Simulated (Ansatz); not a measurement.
Geometry optimisation, Ansatz 0.2.0, RHF/def2-SVP.

Input file:

```yaml
crystal:
  periodic: [false, false, false]
  atoms:
    - { symbol: Si, position_ang: [-0.292118, -0.095744, -0.546586] }
    - { symbol: Cl, position_ang: [-0.324713, 1.085141, 2.588448] }
    - { symbol: Cl, position_ang: [1.401249, -0.85911, 0.271948] }
    - { symbol: Cl, position_ang: [-0.200393, 1.920135, -0.793494] }
    - { symbol: Cl, position_ang: [-0.491041, -0.921079, -2.42186] }
    - { symbol: O, position_ang: [-1.635158, -0.547411, 0.292273] }
    - { symbol: Si, position_ang: [-3.168612, -1.178169, 0.086022] }
    - { symbol: H, position_ang: [-3.071677, -2.619753, -0.20648] }
    - { symbol: H, position_ang: [-3.88074, -0.957739, 1.357895] }
    - { symbol: H, position_ang: [-3.84489, -0.468101, -1.016092] }
    - { symbol: H, position_ang: [-1.278808, 0.209029, 2.339728] }
basis:
  gaussian: { orbitals: def2-SVP }
hamiltonian:
  xc: hf
relax:
  f_tol: 0.03
  max_steps: 50
output:
  orbitals: {}
```

Command:

```bash
$ ansatz run input.yaml --threads 4 --pin off --max-ram 5120MiB --backend cpu --events-out ev --progress --plain --runs-dir out
```

Problem. Where does it end, and by what steps?

Solution. The run converged. The force dipped under the threshold on the way, but the program's further checks kept it going. After 43 steps the energy has fallen by 0.344 eV; H10 moved furthest, 1.46 Å.

```csv
step,energy less start (eV),largest force component (eV/Å),accepted
0,0.0000,1.127,yes
2,-0.2208,0.479,yes
4,-0.2583,0.130,yes
6,-0.2654,0.041,yes
8,-0.2598,0.570,no
10,-0.2688,0.221,yes
12,-0.2777,0.045,yes
14,-0.2817,0.041,yes
16,-0.2799,0.569,no
18,-0.2930,0.081,yes
20,-0.2925,0.537,no
22,-0.3065,0.075,yes
24,-0.3147,0.027,yes
26,-0.3165,0.089,yes
28,-0.3174,0.189,yes
30,-0.3226,0.048,yes
32,-0.3105,0.892,no
34,-0.3333,0.115,yes
36,-0.3372,0.167,yes
38,-0.3396,0.167,yes
40,-0.3426,0.100,yes
42,-0.3440,0.040,yes
43,-0.3442,0.025,yes
```

```xyz
11
Properties=species:S:1:pos:R:3
Si -0.243 -0.309 -0.909
Cl -1.535 1.098 2.969
Cl 1.205 -0.492 0.537
Cl -0.338 1.646 -1.484
Cl 0.301 -1.450 -2.511
O -1.642 -0.797 -0.327
Si -3.202 -1.109 0.154
H -3.842 -1.937 -0.886
H -3.160 -1.841 1.431
H -3.927 0.166 0.300
H -0.403 0.594 2.677
```

Whether the end is a true minimum wasn't checked by a vibrational analysis.

The run took 66 s on 4 threads of Arm Neoverse V2 (shared host), peak memory 0.43 GiB.
